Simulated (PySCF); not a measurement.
All values below come from PySCF with B3LYP-D3(BJ)/def2-TZVP // PBE0-D4/def2-TZVP. All species are isolated molecules in the gas phase. B3LYP has the VWN-RPA correlation part, as in Gaussian. Excitations are Tamm–Dancoff values on a coarser integration grid. The basis has no diffuse functions, so Rydberg states are missing or too high.

Reference species (SMILES): `ClB(Br)Br` (neutral, multiplicity 1).

```json
{
  "S1 oscillator strength": "0.000",
  "brightest of the four lowest singlets (TDA)": "6.02 eV",
  "S1 excitation (TDA)": "4.84 eV",
  "S1–T1 gap (TDA)": "0.16 eV"
}
```

Changed species: `BrB(Br)Br` (3 of 3 Cl replaced by Br; the reference has 2 of 3 Cl replaced by Br).

Q: Give the shifts of the S1 oscillator strength, brightest of the four lowest singlets (TDA), S1 excitation (TDA) and S1–T1 gap (TDA).

A: the S1 oscillator strength is nearly the same; the brightest of the four lowest singlets (TDA) decreases by 0.08 eV, to 5.94 eV; the S1 excitation (TDA) falls by 0.24 eV, to 4.60 eV; the S1–T1 gap (TDA) is nearly the same.
